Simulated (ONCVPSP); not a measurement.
titanium (Ti), ONCV: configuration errors across variants

* Element: titanium (Ti)
* Generator: ONCVPSP 4.0.1
* Type: optimised norm-conserving Vanderbilt (ONCV)
* Functional: BLYP
* Relativity: non-relativistic
* Frozen core: [Ne]
* Valence charge: 12
* Reference configuration: 3s2 3p6 3d1 (charge +3)
* Partial waves: 3s: rc 1.15 bohr, ncon 5, nbas 8, qcut 6.9 1/bohr, 2 projectors, debl 0.6 Ha; 3p: rc 1.45 bohr, ncon 5, nbas 9, qcut 9.6 1/bohr, 2 projectors, debl 2.6 Ha; 3d: rc 2.10 bohr, ncon 5, nbas 10, qcut 6.7 1/bohr, 2 projectors, debl 2.5 Ha
* Local potential: polynomial inside 1.10 bohr (lpopt 4, dvloc0 0 Ha)
* Core correction: Teter function, fcfact 5, rcfact 1.65

In the s channel the program set the typed energies aside and used -3.453, 0.250 Ha.

All-electron excitation energies from the reference (eV): (1) 3s2 3p6 3d2 4s2 -47.943; (2) 3s2 3p6 3d2 4s1 -40.718; (3) 3s2 3p6 3d2 -27.099.

Errors AE − PS in meV (a dash: test not solved or not reliable):

| change | (1) | (2) | (3) | bound ghosts | GHOST(+) flags above zero |
| --- | --- | --- | --- | --- | --- |
| base | +138 | +162 | +187 | none | none |
| core correction Teter function, fcfact 1.5, rcfact 1.65 | +140 | +164 | +191 | none | none |
| core correction Teter function, fcfact 2.5, rcfact 1.65 | +139 | +164 | +190 | none | none |
| core correction Teter function, fcfact 4.7, rcfact 1.65 | +138 | +162 | +188 | none | none |
| core correction Teter function, fcfact 5.7, rcfact 1.65 | +137 | +161 | +187 | none | none |
| core correction Teter function, fcfact 6.6, rcfact 1.65 | +137 | +161 | +186 | none | none |
| core correction Teter function, fcfact 7.6, rcfact 1.65 | +137 | +160 | +186 | none | none |

(1) Give the same row for: core correction Teter function, fcfact 3.4, rcfact 1.65.

Results:

(1) +139, +163, +189; bound ghosts: none; GHOST(+) flags above zero: none.
